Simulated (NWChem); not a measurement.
Species: CH4CdS; SMILES [CH3][Cd][SH]

```xyz
7

Cd     0.5526    -0.0385    -0.0045
C      0.9100    -2.1151     0.0020
H      0.3080    -2.6076    -0.7756
H      0.6470    -2.5452     0.9793
H      1.9727    -2.3180    -0.1971
S      0.1858     2.2936    -0.0117
H     -1.1604     2.1697     0.0179
```
Atoms are numbered in this order, from 1.

Level: PBE0/def2-SVP with def2 effective core potentials on Cd (NWChem), optimised geometry, unscaled harmonic frequencies. def2 effective core potentials on Cd; no spin-orbit coupling.

| frequency (cm⁻¹) | IR intensity (km/mol) |
|---|---|
| 21 | 11.2 |
| 107 | 3.1 |
| 108 | 4.2 |
| 340 | 17.9 |
| 520 | 24.2 |
| 602 | 11.7 |
| 701 | 35.8 |
| 704 | 36.7 |
| 1178 | 2.0 |
| 1429 | 1.4 |
| 1430 | 0.9 |
| 2705 | 2.0 |
| 3066 | 9.9 |
| 3180 | 2.4 |
| 3182 | 2.6 |

```json
{
  "zero_point_energy": "27.5 kcal/mol",
  "thermal correction to the enthalpy at 298.15 K (with zero-point energy)": "32.0 kcal/mol",
  "heat capacity Cv": "17.7 cal/(mol K)",
  "entropy at 298.15 K and 1 atm (symmetry number 1)": "81.3 cal/(mol K)"
}
```

Rigid rotor and harmonic oscillator; modes under 100 cm⁻¹ make the entropy uncertain.
